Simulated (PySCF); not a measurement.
C3H7O2, multiplicity 2. Atoms are numbered in the order given.

```xyz
12

C      1.3980    -0.8022     0.5194
C      0.5479     0.1123    -0.2931
O      0.7153     1.4389     0.0394
C     -0.8195    -0.2979    -0.7302
O     -1.7296    -0.4891     0.3557
H      1.0135    -0.9101     1.5543
H      1.4201    -1.8087     0.0748
H      2.4280    -0.4192     0.5879
H      0.1725     1.9797    -0.5519
H     -0.7757    -1.2631    -1.2579
H     -1.2187     0.4478    -1.4538
H     -1.6837     0.3025     0.9093
```
Charge 0, spin multiplicity 2.

The structure is a stationary point at B3LYP-D3(BJ)/def2-SVP. The isomer is the one that the SMILES or the coordinates give; other isomers of the formula were not compared. Other conformers were not sampled.

The numbers are results of PBE/def2-TZVP (PySCF), not measurements.

Isolated molecule, no solvent.

```
Quantity                                                                                                        Result
---------------------------------------------------------------------------------------------  -----------------------
total energy                                                                                        -268.70578 hartree
α spin, highest occupied and lowest empty level                                                     -3.70 and -0.30 eV
β spin, highest occupied and lowest empty level                                                     -6.33 and -1.99 eV
dipole moment                                                                                                0.288 e·Å
quadrupole, principal values (traceless, Buckingham form, about the centre of nuclear charge)    -9.25, 1.60, 7.65 D·Å
mean static polarisability                                                                        48.8 bohr³ (7.23 Å³)
polarisability, principal values                                                                43.8, 49.3, 53.3 bohr³
⟨S²⟩                                                                                           0.753 (pure state 0.75)
```
